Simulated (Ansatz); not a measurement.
Cartesian coordinates (Å):
```xyz
4

S     -1.4477    -0.6737     0.0183
In     1.0091    -0.7738     0.0497
H     -1.4483     0.6716    -0.0349
H      1.8868     0.7759    -0.0331
```
Charge 0, spin multiplicity 2.

Method: Ansatz (an electronic-structure program) with frozen-core CCSD(T)/def2-TZVPP // B3LYP-D3(BJ)/def2-TZVP.

The HF energy is -587.92662 Ha and the MP2 correlation energy is -0.44552 Ha.

Problem. Estimate the CCSD correlation energy, the (T) correction, the total energy and the T1 diagnostic.

Solution. 
- CCSD correlation energy = -0.46616 Ha
- (T) correction = -0.01698 Ha
- CCSD(T) total energy = -588.40977 Ha
- T1 diagnostic = 0.018
